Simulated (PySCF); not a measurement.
C₈H₁₁FS. Atoms are numbered in the order given.

```xyz
21

C     -2.3724    -0.5830     0.9963
C     -1.6817     0.0796    -0.2142
C     -2.0602    -0.6817    -1.5021
C     -2.1597     1.5352    -0.3315
C     -0.1752     0.0463    -0.0243
C      0.7149     1.0899     0.0508
C      2.0576     0.6443     0.2359
F      3.0762     1.5045     0.3337
C      2.2041    -0.7129     0.3025
S      0.6610    -1.4841     0.1352
H     -2.0669    -1.6350     1.1051
H     -2.1148    -0.0592     1.9295
H     -3.4671    -0.5576     0.8742
H     -1.7478    -1.7360    -1.4505
H     -3.1510    -0.6574    -1.6551
H     -1.5760    -0.2296    -2.3813
H     -3.2515     1.5601    -0.4697
H     -1.6988     2.0415    -1.1932
H     -1.9213     2.1110     0.5757
H      0.4491     2.1430    -0.0199
H      3.1209    -1.2815     0.4379
```
Charge 0, spin multiplicity 1.

Geometry optimised at B3LYP-D3(BJ)/def2-SVP.

Method: CAM-B3LYP/def2-SVP (PySCF).

Isolated molecule, no solvent.

```yaml
total_energy: -808.86649 hartree
highest_occupied_level: -7.77 eV
lowest_empty_level: 0.79 eV
orbital_gap: 8.56 eV
dipole_moment: 1.76 D
quadrupole, principal values (traceless, Buckingham form, about the centre of nuclear charge): -5.06, -2.31, 7.37 D·Å
mean_static_polarisability: 96.1 bohr³ (14.25 Å³)
polarisability_principal_values: 69.3, 100.7, 118.4 bohr³
```
